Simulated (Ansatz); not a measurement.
C$_{2}$H$_{6}$ClSc (`[CH3][Sc]([CH3])[Cl]`). Charge 0, multiplicity 1. Geometry: relaxed with PBE0-D4/def2-TZVP.

```xyz
10

C     0.049   -0.655   -1.742
Sc    0.501    0.652   -0.077
C    -0.441    0.126    1.799
Cl    1.923    2.469   -0.273
H     0.850   -0.700   -2.489
H    -0.155   -1.680   -1.406
H    -0.854   -0.314   -2.269
H    -0.910   -0.865    1.756
H     0.266    0.122    2.638
H    -1.229    0.845    2.063
```

Q: What is the dipole moment at r2SCAN/def2-TZVPP? (Best estimate.)

A: Computed: 1.79 D, with components (-1.17, -1.35, 0.13) D in this frame, pointing from negative to positive charge.

Q: And with PBE, B3LYP, ωB97M-V? (Estimate.)

A: Computed: PBE 1.70 D, B3LYP 1.72 D, ωB97M-V 1.70 D.

Q: Give the Mulliken charges with r2SCAN, PBE, ωB97M-V in def2-TZVPP. (Estimate.)

A: Ansatz gave: 
```
atom  r2SCAN    PBE  ωB97M-V
  C1   -0.46  -0.56    -0.58
 Sc2    0.81   0.80     0.71
  C3   -0.46  -0.56    -0.58
 Cl4   -0.30  -0.27    -0.25
  H5    0.07   0.10     0.12
  H6    0.07   0.10     0.11
  H7    0.07   0.10     0.11
  H8    0.07   0.10     0.11
  H9    0.07   0.10     0.12
 H10    0.07   0.10     0.12
```

B3LYP here is the variant with VWN-RPA as its local correlation; programs differ in this.
